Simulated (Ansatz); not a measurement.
Gas-phase reaction R1 → P1 + P2 + P3, each structure at its B3LYP-D3(BJ)/def2-TZVP stationary point, reached from a drawn start (curvature not checked).
P1: H atom, charge 0, multiplicity 2.
P2: H2 (SMILES [H][H]), charge 0, multiplicity 1.
P3: N atom, charge 0, multiplicity 4.
R1, NH3 (SMILES N) (charge 0, multiplicity 1):
```xyz
4

N      0.0009    -0.0039     0.2791
H     -0.5807    -0.7417    -0.1015
H     -0.3536     0.8753    -0.0795
H      0.9333    -0.1297    -0.0979
```

P less R. No zero-point or thermal terms; singlets are restricted closed shells; open shells are unrestricted.

Correlated levels freeze the cores.

The values were computed with Ansatz (a program for electronic structure) with Gaussian orbitals. No computed number here is a measurement.

```json
[
 {"level": "HF/cc-pVDZ", "reaction energy (kcal/mol)": "110.66"},
 {"level": "HF/cc-pVQZ", "reaction energy (kcal/mol)": "116.66"},
 {"level": "SVWN5/def2-TZVPP", "reaction energy (kcal/mol)": "223.04"},
 {"level": "BLYP/def2-TZVPP", "reaction energy (kcal/mol)": "191.18"},
 {"level": "r2SCAN/def2-TZVPP", "reaction energy (kcal/mol)": "185.93"},
 {"level": "MP2/cc-pVTZ", "reaction energy (kcal/mol)": "183.12"},
 {"level": "SCS-MP2/cc-pVQZ", "reaction energy (kcal/mol)": "190.45"},
 {"level": "CCSD/cc-pVTZ", "reaction energy (kcal/mol)": "176.22"},
 {"level": "CCSD/cc-pVQZ", "reaction energy (kcal/mol)": "[?]"}
]
```

**Question.** Fill in the missing entries.

**Answer.** 
- CCSD/cc-pVQZ, reaction energy (kcal/mol): 181.04
